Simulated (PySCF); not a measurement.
Job for PySCF: R-B3LYP/6-311+G** on C3H10O (a complex).

```python
from pyscf import gto, scf, dft, mp
from pyscf.data.elements import chemcore

mol = gto.M(
    atom='''
    C     0.10011535    0.04827125   -0.37655289
    H     1.14705982    0.28507369   -0.56453862
    H    -0.50866659    0.43419237   -1.19349579
    H    -0.01936544   -1.03351848   -0.31961153
    H    -0.21394075    0.50107125    0.56259293
    C     1.10561283    0.23482959    3.26493170
    O    -0.27921424    0.46007353    3.12013693
    C    -1.03414414   -0.72397028    3.25101849
    H     1.48078222   -0.45625967    2.49901256
    H     1.34158919   -0.17933082    4.25400813
    H     1.60592007    1.19540262    3.15233346
    H    -0.75649123   -1.46216830    2.48746194
    H    -2.08253922   -0.45841556    3.12396680
    H    -0.89621450   -1.17839975    4.24096790
    ''',
    basis='6-311+g**',
    charge=0, spin=0, verbose=3, max_memory=1800)
mf = dft.RKS(mol, xc='b3lyp')
mf.conv_tol = 1e-8
mf.max_cycle = 100
mf.kernel()
if not mf.converged:
    mf = mf.newton().run(mf.mo_coeff, mf.mo_occ)
```

Output:

```
converged SCF energy = -195.610738052934
```

Self-consistency was reached.

Cost: about 12 core-seconds (a rough figure).
